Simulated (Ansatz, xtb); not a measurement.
# A geometry optimisation of BrH3NOSi with r2SCAN-D4/def2-SVP

The starting geometry of this gas-phase doublet has its atoms placed at random.

| atom | x (Å) | y (Å) | z (Å) |
| --- | --- | --- | --- |
| Br | -0.4546 | 1.8356 | -0.5519 |
| N | 2.1680 | 0.3792 | 0.7258 |
| O | -0.8431 | -0.3692 | -0.5767 |
| Si | 1.2754 | -1.7413 | 0.4071 |
| H | 0.2613 | -0.7504 | -0.2502 |
| H | -0.0367 | 0.1515 | -1.8607 |
| H | -0.7159 | 0.9292 | 1.1881 |

Q: Guess where an optimisation with r2SCAN-D4/def2-SVP ends from this start.

A: It ends as a structure with H5 bridging O3 and Br1, given below by its coordinates. Distances that change by over a tenth: Br1–O3 (2.24 → 2.90 Å). Contacts that open: Si4–H5 (1.56 → 2.46 Å). Contacts that close: Br1–H5 (2.70 → 1.84 Å), N2–Si4 (2.32 → 1.64 Å), N2–H7 (2.97 → 1.01 Å), O3–Si4 (2.71 → 1.86 Å), O3–H5 (1.21 → 1.10 Å), O3–H6 (1.60 → 0.97 Å).

The energy falls by 12.80 eV over 33 steps:

```
step  E − E(last) (eV)
   1            12.803
   5             3.077
   8             2.705
  12             2.073
  15             1.535
  19             0.511
  22             0.136
  26             0.002
  29             0.000
  33             0.000
```

Final geometry (Å):

```xyz
7

Br   -1.0337    1.7988   -0.1249
N     0.9184    0.3991    0.9813
O    -0.1067   -0.8128   -0.9871
Si    1.3265   -0.9753    0.1814
H    -0.5981    0.1594   -0.8384
H    -0.0524   -1.0854   -1.9161
H     1.2003    0.9507    1.7853
```

From the same start GFN2-xTB ends elsewhere, in pieces: BrHNSi + H2O.

From so rough a start the end depends on the optimiser's path, so another program may land elsewhere. The end wasn't checked by frequencies. Open shells are spin-unrestricted. Run with Ansatz 0.2.0, 3.7 min on 2 threads of Arm Neoverse V2, with other jobs on the host.
